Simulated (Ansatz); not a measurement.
```yaml
crystal:
  periodic: [false, false, false]
  atoms:
    - {symbol: Au, position_ang: [-2.875608, -2.862819, -2.977930]}
    - {symbol: Au, position_ang: [-0.951619, -0.949651, -3.068472]}
    - {symbol: Au, position_ang: [0.953194, 0.952411, -3.065578]}
    - {symbol: Au, position_ang: [2.870149, 2.873596, -2.972077]}
    - {symbol: Au, position_ang: [-1.016199, -3.057821, -0.904849]}
    - {symbol: Au, position_ang: [1.081069, -1.084063, -1.104286]}
    - {symbol: Au, position_ang: [3.056521, 1.009715, -0.900131]}
    - {symbol: Au, position_ang: [1.010357, -3.059717, 0.903553]}
    - {symbol: Au, position_ang: [3.053476, -1.020308, 0.905976]}
    - {symbol: Au, position_ang: [2.870303, -2.883506, 2.979764]}
    - {symbol: Au, position_ang: [-3.058241, -1.013837, -0.902876]}
    - {symbol: Au, position_ang: [-1.087168, 1.086697, -1.108418]}
    - {symbol: Au, position_ang: [1.015720, 3.053880, -0.899012]}
    - {symbol: Au, position_ang: [-1.087701, -1.087230, 1.107800]}
    - {symbol: Au, position_ang: [1.083084, 1.080580, 1.109594]}
    - {symbol: Au, position_ang: [0.953171, -0.961177, 3.065266]}
    - {symbol: Au, position_ang: [-3.058311, 1.012219, 0.902176]}
    - {symbol: Au, position_ang: [-1.012252, 3.055138, 0.904942]}
    - {symbol: Au, position_ang: [-0.949383, 0.943383, 3.073302]}
    - {symbol: Au, position_ang: [-2.867361, 2.861811, 2.974456]}
basis:
  gaussian: {orbitals: def2-SVPD, fitting: {mean_field: def2-universal-jkfit}, final_grid: {core_spheres: 8, valence_spheres: 7, degree: 23}}
total_charge: -1
magnetization: {spin_polarized: true, initial_magnetization: 1}
hamiltonian: {xc: {name: CAM-B3LYP}, dispersion: d4}
output: {forces: true}
```

```sh
$ ansatz run in.yaml --threads 4 --pin off --events-out ev --progress --plain --max-ram 66560MiB --backend cuda --devices 0, --max-vram 37GiB
```

It prints (some lines left out):

```
Functional definition: CAM-B3LYP
4940 factors; integrals over basis functions are off by at most 1.7e-2 eV
4940 factors; integrals over basis functions are off by at most 4.0e-7 eV
mean field evaluation 1: about -73860.1370 eV, gradient 3.6e1 eV
mean field evaluation 2: about -73860.0199 eV, gradient 4.2e1 eV
mean field evaluation 4: about -73866.5090 eV, gradient 4.1e0 eV
mean field evaluation 8: about -73866.5703 eV, gradient 3.5e-1 eV
mean field evaluation 16: about -73866.5723 eV, gradient 4.8e-3 eV
mean field evaluation 32: about -73866.5723 eV, gradient 5.0e-5 eV
mean field -73866.57233757 eV, -2714.5464648448 hartree, gradient 2.9e-7 eV, S^2 0.778770; 6 other end points of the search recorded, 0 dependent functions left out
reference -73866.57253263 eV, -2714.5464720128 hartree; 191, 190 occupied and 509, 510 virtual orbitals, 4940 factors
Total energy: -73870.89911612 eV, -2714.7054710238 hartree
Atom 0 at    -2.875608    -2.862819    -2.977930 Å, force    -0.034683    -0.034832    -0.048447 eV/Å
Atom 1 at    -0.951619    -0.949651    -3.068472 Å, force    -0.006472    -0.006861    -0.032705 eV/Å
Atom 2 at     0.953194     0.952411    -3.065578 Å, force     0.008423     0.008223    -0.032256 eV/Å
Atom 3 at     2.870149     2.873596    -2.972077 Å, force     0.029222     0.030757    -0.045878 eV/Å
Atom 4 at    -1.016199    -3.057821    -0.904849 Å, force    -0.017809    -0.010097     0.021560 eV/Å
Atom 5 at     1.081069    -1.084063    -1.104286 Å, force     0.114047    -0.116152    -0.065804 eV/Å
Atom 6 at     3.056521     1.009715    -0.900131 Å, force     0.010269     0.020589     0.022153 eV/Å
Atom 7 at     1.010357    -3.059717     0.903553 Å, force     0.022219    -0.006309    -0.021046 eV/Å
Atom 8 at     3.053476    -1.020308     0.905976 Å, force     0.007832    -0.021170    -0.022058 eV/Å
Atom 9 at     2.870303    -2.883506     2.979764 Å, force     0.023924    -0.025305     0.041170 eV/Å
Atom 10 at    -3.058241    -1.013837    -0.902876 Å, force    -0.006852    -0.008734     0.020630 eV/Å
Atom 11 at    -1.087168     1.086697    -1.108418 Å, force    -0.113047     0.113466    -0.069897 eV/Å
Atom 12 at     1.015720     3.053880    -0.899012 Å, force     0.013635     0.006362     0.020776 eV/Å
Atom 13 at    -1.087701    -1.087230     1.107800 Å, force    -0.111847    -0.116512     0.068185 eV/Å
Atom 14 at     1.083084     1.080580     1.109594 Å, force     0.117491     0.111650     0.067147 eV/Å
Atom 15 at     0.953171    -0.961177     3.065266 Å, force     0.008218    -0.009127     0.037520 eV/Å
Atom 16 at    -3.058311     1.012219     0.902176 Å, force    -0.008507     0.007601    -0.022178 eV/Å
Atom 17 at    -1.012252     3.055138     0.904942 Å, force    -0.010634     0.009838    -0.021943 eV/Å
Atom 18 at    -0.949383     0.943383     3.073302 Å, force    -0.006331     0.006471     0.028834 eV/Å
Atom 19 at    -2.867361     2.861811     2.974456 Å, force    -0.039097     0.040141     0.054237 eV/Å
Dipole moment:    -0.016129     0.010081    -0.000385 e Å
```

Hardware: 4 threads of AMD EPYC 7R13 on a shared host and a share (37 GiB) of an NVIDIA H100 80GB HBM3. Wall time 2.2 min, peak host memory 6 GiB.

In the def2 sets Au takes a core potential; there is no spin–orbit coupling.

The dipole of an ion depends on the origin.
